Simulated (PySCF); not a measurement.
## From computed data to an observable: oscillator strength and radiative lifetime

Al(F)(I)(Me) (CH3AlFI), SMILES [CH3][Al]([F])[I].

Coordinates come from a B3LYP-D3(BJ)/def2-SVP optimisation. The def2 effective core potentials stand for the cores of I; spin–orbit coupling is left out.

PySCF with TDA-B3LYP/def2-SVPD puts the first singlet state with f over 0.02 at 5.42 eV (vertical), with the transition dipole (-0.443, -0.054, -0.246) in atomic units.

**Question.** Find the oscillator strength, the wavelength and the radiative lifetime that this transition would have in vacuum if emission retraced absorption.

**Answer.** 
|μ|² = 0.2597 au, so |μ| = 1.30 D. ΔE = 5.42/27.211 = 0.1992 hartree. f = (2/3) ΔE |μ|² = 0.034 (the program prints 0.035).
λ = 1239.84/5.42 = 229 nm; ν = 43715 cm⁻¹.
Einstein's coefficient A = 0.6670 ν² f s⁻¹ (ν in cm⁻¹) = 4.4e7 s⁻¹, so τ = 1/A = 23 ns. This state is S2; the lower singlet has f = 0.000. The figure is the radiative limit of this one transition; relaxation, internal conversion, crossing to triplets and a medium change what is measured.
